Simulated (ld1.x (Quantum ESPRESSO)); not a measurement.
Pseudopotential generation for Nb: TM, LDA (PZ), scalar-relativistic.

niobium, norm-conserving Troullier–Martins (Kleinman–Bylander form), made with ld1.x (Quantum ESPRESSO) 7.5 (LDA (PZ), scalar-relativistic). Core [Kr], reference 4d4 5s0.5 5p0 (charge +0.5). Waves: 5p (bound, empty): rc 2.75 bohr; 4d (bound): rc 2.45 bohr; 5s (bound): rc 3.58 bohr. Local part: the s channel. Core correction: none.

Poles of the logarithmic derivatives, all-electron (AE) and pseudo (PS). s: poles at 0.1, 3.8 (AE) and 0.1, 2.5 (PS) Ry. p: poles at -2.8, 0.8, 4.7 (AE) and 0.7, 4.1 (PS) Ry. d: poles at -0.3, 2.1 (AE) and -0.3, 2.6 (PS) Ry. Test radius 3.88 bohr.

* Cutoffs needed: 30 Ry and 35 Ry (the cutoffs (Ry, on a coarse ladder) from which the occupation-weighted sum of valence levels, in a spherical-Bessel basis at the reference potential, stays within 10 and 1 mRy of its value at 400 Ry)
* Ghost test: no extra level below or beside the all-electron valence levels (p, d, s, f tested) (spherical-Bessel basis up to 400 Ry, 20 bohr box)
* Largest excitation error: -124 meV (all-electron minus pseudo) for 4d2 5s0 5p0, out of 7 test configurations
